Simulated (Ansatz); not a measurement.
Basis-set series for C$_{3}$H$_{4}$Se, SMILES `C=C1C[Se]1`. Total charge 0; spin multiplicity 1. The geometry is a stationary point of PBE0-D4/def2-TZVP.

| functional | basis | functions | energy (Eh) | HOMO (eV) | LUMO (eV) |
| --- | --- | --- | --- | --- | --- |
| PBE0-D4 | def2-SVP | 94 | -2517.41903 | -6.20 | -0.40 |
| PBE0-D4 | def2-TZVPP | 197 | -2517.84205 | -6.31 | -0.63 |
| ωB97M-V | def2-SVP | 94 | -2517.64415 | -8.28 | 1.72 |
| ωB97M-V | def2-TZVPP | 197 | -2518.07240 | -8.41 | 1.34 |

Problem. Give the rows for def2-QZVPP. (An estimate is asked.)

Solution. Computed: 
```json
{"functional": "PBE0-D4", "basis": "def2-QZVPP", "functions": "380", "energy (Eh)": "-2517.89888", "HOMO (eV)": "-6.33", "LUMO (eV)": "-0.72"}
{"functional": "ωB97M-V", "basis": "def2-QZVPP", "functions": "380", "energy (Eh)": "-2518.12729", "HOMO (eV)": "-8.42", "LUMO (eV)": "1.09"}
```

Positive LUMOs are unbound and depend on the basis. Scalar relativity is left out up to krypton.
